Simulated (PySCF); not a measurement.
Method: B3LYP-D3(BJ)/def2-TZVP (PySCF). Isolated molecules, 0 K electronic values unless said otherwise. B3LYP has the VWN-RPA correlation part, as in Gaussian. Excitations are Tamm–Dancoff values on a coarser integration grid. The basis has no diffuse functions, so Rydberg states are missing or too high.

Reference species (SMILES): `B(=C\C)/[H]` (neutral, multiplicity 1).

```yaml
LUMO: -1.60 eV
S1–T1 gap (TDA): 0.41 eV
S1 excitation (TDA): 2.90 eV
```

Changed species: `B1CC1`.

Q: What does the change do to the LUMO, S1–T1 gap (TDA) and S1 excitation (TDA)?

A: the LUMO goes up by 0.09 eV, to -1.51 eV; the S1–T1 gap (TDA) rises by 0.21 eV, to 0.62 eV; the S1 excitation (TDA) increases by 1.26 eV, to 4.16 eV.
